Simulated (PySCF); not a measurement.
Work out the structure from these simulated measurements.

Formula: GeF4.

| Property | Result |
| --- | --- |
| Rotational structure | rotational constants A, B, C: 3.463, 3.460, 3.458 GHz [PBE0-D3(BJ)/def2-SVP] |
| Triplet | lowest triplet excitation (Tamm–Dancoff): 8.34 eV [TDA PBE0/def2-SVPD] |
| Dipole | 0.00 D by symmetry (numerical residue 0.01 D) [PBE0/def2-SVPD] |
| UV, first state | lowest singlet excitation: 8.79 eV (141 nm, f = 0.000 summed over 3 states within 0.01 eV) [TDDFT PBE0/def2-SVPD] |
| UV, strongest line | among the 15 lowest singlet transitions: S6/S7/S8 at 9.51 eV (130 nm, f = 0.392 summed over these states) [TDDFT PBE0/def2-SVPD] |
| XPS | F1s 693.8 (×4) eV [ΔSCF SCAN, pcX-2 on the ionised atom, pcseg-1 elsewhere, spin-free X2C] |

Gas-phase values; electronic properties from PySCF, density fitting. Levels stand in brackets. Isolated species at its PBE0-D3(BJ)/def2-SVP geometry, gas phase. The calculation (core ionisation apart) is non-relativistic and has no spin–orbit coupling, an omission that weighs most on germanium.

Task: What is the compound? Reason from the data.

Result: The core levels belong to: F1s 693.8 eV, fluorine bonded to Ge. No core level of Ge was computed. The vanishing dipole is forced by symmetry. The optimised geometry has point group Td and is a spherical top (the spread among constants that symmetry makes equal is optimisation noise). Structure: `[F][Ge]([F])([F])[F]`. The assignments are read from this structure; whether some other isomer fits the data as well wasn't checked.
